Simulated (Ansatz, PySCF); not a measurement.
Reaction (SMILES): COB(OC)OC [trimethyl borate] + 2 B (BH3) + 3 O (H2O) → 3 BO (H3BO) [borinic acid] + 3 CO (CH4O) [methanol]
Each molecule is optimised on its own at B3LYP-D3(BJ)/def2-TZVP (Ansatz, a quantum-chemistry and plane-wave program), one conformer each, not searched for the lowest. Frequencies are from Ansatz or PySCF.

Wanted: bond separation energy (enthalpy at 298 K, with B3LYP-D3(BJ) rigid-rotor harmonic-oscillator terms), in kJ/mol. Valence correlation only, unless marked. No spin-orbit coupling. No relativistic terms. Basis-set limits of correlation are two-point, X^-3; Hartree-Fock from the larger set. [CCSD(T)-MP2]/basis is that difference in the basis named.

| level | program | bond separation energy (kJ/mol) |
|---|---|---|
| HF/6-31G | Ansatz | 24.3 |
| HF/aug-cc-pVTZ | Ansatz | -1.2 |
| HF/cc-pVTZ | Ansatz | -7.2 |
| HF/def2-TZVPD | PySCF | -2.6 |
| HF/cc-pVQZ | Ansatz | -5.4 |
| HF-D4/def2-TZVPD | PySCF + dftd4 | 27.1 |
| r2SCAN-D3(BJ)/def2-TZVPD | Ansatz + dftd3 | -15.9 |
| B3LYP/def2-TZVPD | Ansatz | -32.5 |
| TPSSh/def2-TZVPD | PySCF | -37.8 |
| r2SCAN0/def2-TZVPD | Ansatz | -13.9 |
| HSE06-D3(BJ)/def2-TZVPD | Ansatz + dftd3 | -22.9 |
| CAM-B3LYP/def2-TZVPD | Ansatz | -24.8 |
| LC-wPBE/def2-TZVPD | Ansatz | -24.6 |
| wB97M-V/def2-TZVPD | Ansatz | -14.1 |
| wB97X/def2-TZVPD | Ansatz | -16.5 |
| B2GP-PLYP-D3(BJ)/def2-TZVPD | Ansatz + dftd3 | -9.3 |
| B2GP-PLYP-D4/def2-TZVPD | Ansatz + dftd4 | -9.1 |
| CCSD(T)/6-31G* | Ansatz | -19.1 |
| CCSD(T)/aug-cc-pVDZ | Ansatz | 7.3 |
| CCSD(T)/cc-pVDZ | Ansatz | -40.5 |
| RI-MP2/CBS(cc-pVTZ,cc-pVQZ)+[CCSD(T)-MP2]/cc-pVDZ | Ansatz | -11.7 |
